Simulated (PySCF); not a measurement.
Job for PySCF: D3(BJ) and D4 dispersion corrections on C2H6Cl2Si (SMILES C[Si](C)(Cl)Cl).

```python
from pyscf import gto
from pyscf.dispersion import dftd3, dftd4

mol = gto.M(
    atom='''
    Si    0.03511212    0.61802260    0.08348503
    C     1.44316527   -0.53047192    0.45616422
    C    -1.48617131   -0.22702161   -0.55849355
    Cl    0.66440138    2.00381537   -1.31883321
    Cl   -0.45715239    1.64461180    1.81169822
    H     1.14586769   -1.25815234    1.21387005
    H     2.30536790    0.02318006    0.82854448
    H     1.74069484   -1.06770276   -0.44654370
    H    -2.27575470    0.49772515   -0.75821988
    H    -1.85514438   -0.94730291    0.17436194
    H    -1.26028640   -0.75680344   -1.48603360
    ''',
    basis='def2-svp',
    charge=0, spin=0, verbose=0, max_memory=1800)
d3, d4 = {}, {}
for xc in ['hf', 'pbe', 'blyp', 'revpbe', 'tpss', 'r2scan', 'b3lyp', 'pbe0', 'bhlyp', 'camb3lyp', 'b2plyp']:
    d3[xc] = float(dftd3.DFTD3Dispersion(mol, xc=xc, version='d3bj', atm=False).get_dispersion()['energy'])
    print(f'D3(BJ) {xc:10s} {d3[xc]:14.8f} Eh')
for xc in ['hf', 'pbe', 'blyp', 'revpbe', 'tpss', 'r2scan', 'b3lyp', 'pbe0', 'bhlyp', 'camb3lyp', 'b2plyp']:
    d4[xc] = float(dftd4.DFTD4Dispersion(mol, xc={'camb3lyp': 'cam-b3lyp'}.get(xc, xc), atm=True).get_dispersion()['energy'])
    print(f'D4     {xc:10s} {d4[xc]:14.8f} Eh')
```

Program output:

```
D3(BJ) hf            -0.07971291 Eh
D3(BJ) pbe           -0.01124670 Eh
D3(BJ) blyp          -0.02475065 Eh
D3(BJ) revpbe        -0.02687843 Eh
D3(BJ) tpss          -0.01464020 Eh
D3(BJ) r2scan        -0.00328721 Eh
D3(BJ) b3lyp         -0.02045804 Eh
D3(BJ) pbe0          -0.01020692 Eh
D3(BJ) bhlyp         -0.01679140 Eh
D3(BJ) camb3lyp      -0.00987352 Eh
D3(BJ) b2plyp        -0.01008034 Eh
D4     hf            -0.03615509 Eh
D4     pbe           -0.01122246 Eh
D4     blyp          -0.02417438 Eh
D4     revpbe        -0.03081276 Eh
D4     tpss          -0.01513496 Eh
D4     r2scan        -0.00275425 Eh
D4     b3lyp         -0.01817272 Eh
D4     pbe0          -0.00960780 Eh
D4     bhlyp         -0.01460075 Eh
D4     camb3lyp      -0.00987578 Eh
D4     b2plyp        -0.00789016 Eh
```

The run finished.

Cost: very roughly 0.04 core-seconds.
